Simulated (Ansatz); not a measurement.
## Cost against result

The pair of HF (SMILES F, atoms 1–2) and H2Te (SMILES [TeH2], atoms 3–5), both closed shells, in one local arrangement (a lower one may exist), relaxed at PBE0-D4/def2-TZVP:

F1  (-0.347, 0.448, -2.301)
H2  (-0.086, 0.393, -1.406)
Te3  (0.657, 0.272, 1.048)
H4  (-0.901, 0.269, 1.608)
H5  (0.676, -1.383, 1.051)
(Å)

Interaction energies are counterpoise-corrected; the time is that of the whole pair.

Program: Ansatz 0.2.0. Basis: as named in each row. Cores are frozen in the correlated methods. Filled d shells of the heavier atoms are correlated. Core potentials replace the inner electrons of the atoms past krypton. The def2 sets are not built for correlating such inner shells, so the correlated values are less sure here. B3LYP uses VWN-RPA correlation. Extrapolation: Hartree–Fock as exp(−7.88 √X), correlation as X^−2.97.

Times are rough, for one single point on 2 threads of a shared host (Intel Xeon Platinum 8488C).

The estimate by CCSD(T) at an estimated basis limit (MP2 extrapolated from triple and quadruple zeta, plus CCSD(T) − MP2 in triple zeta) is -0.180 eV.

| method | basis | time (s) | interaction energy (eV) | method less estimate |
| --- | --- | --- | --- | --- |
| SPW92 | def2-SVP | under 1 | -0.302 | -0.123 |
| PBE-D4 | def2-SVP | under 1 | -0.224 | -0.044 |
| PBE0-D4 | def2-SVP | under 1 | -0.206 | -0.026 |
| PBE-D4 | def2-TZVPPD | 1 | -0.260 | -0.080 |
| revPBE-D4 | def2-TZVPPD | 1 | -0.224 | -0.045 |
| CCSD(T) | def2-SVP | 1 | -0.086 | 0.094 |
| BLYP-D4 | def2-TZVPPD | 2 | -0.226 | -0.046 |
| PBE0-D4 | def2-TZVPPD | 2 | -0.235 | -0.055 |
| HSE06-D4 | def2-TZVPPD | 2 | -0.236 | -0.056 |
| B3LYP-D4 | def2-TZVPPD | 2 | -0.220 | -0.040 |
| r2SCAN-D4 | def2-TZVPPD | 2 | -0.222 | -0.043 |
| wB97M-V | def2-SVP | 3 | -0.171 | 0.009 |
| B2PLYP | def2-TZVPPD | 3 | -0.177 | 0.002 |
| B97M-V | def2-TZVPPD | 4 | -0.204 | -0.024 |
| wB97X-V | def2-TZVPPD | 4 | -0.202 | -0.022 |
| wB97M-V | def2-TZVPPD | 4 | -0.194 | -0.015 |
| MP2 | def2-QZVPPD | 7 | -0.178 | 0.001 |
| CCSD(T) | def2-TZVPPD | 24 | -0.161 | 0.019 |

No T1 diagnostic of these runs exceeds 0.011.
